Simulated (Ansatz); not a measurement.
ClF₃Ti, SMILES `[F][Ti]([F])([F])[Cl]`. The species carries charge 0 and has multiplicity 1. Geometry: relaxed with PBE0-D4/def2-TZVP.

```xyz
5

F    -1.430    0.893    0.526
Ti   -0.045    0.028   -0.065
F    -0.577   -1.307   -1.038
F     0.924    1.093   -1.035
Cl    1.129   -0.708    1.611
```

Q: What is the dipole moment at r2SCAN/def2-TZVPP? (Best estimate.)

A: The calculation gave: 0.12 D, with components (0.06, -0.04, 0.09) D in this frame, pointing from negative to positive charge.

Q: And with PBE, B3LYP, ωB97M-V? (Estimate.)

A: Ansatz gave: PBE 0.12 D, B3LYP 0.24 D, ωB97M-V 0.11 D.

Q: Give the Mulliken charges with r2SCAN, ωB97M-V, B3LYP in def2-TZVPP. (An estimate is asked.)

A: Computed: 
| atom | r2SCAN | ωB97M-V | B3LYP |
| --- | --- | --- | --- |
| F1 | -0.33 | -0.33 | -0.35 |
| Ti2 | 1.21 | 1.17 | 1.24 |
| F3 | -0.33 | -0.33 | -0.35 |
| F4 | -0.33 | -0.33 | -0.35 |
| Cl5 | -0.20 | -0.17 | -0.20 |

B3LYP here is the variant with VWN-RPA as its local correlation; programs differ in this.
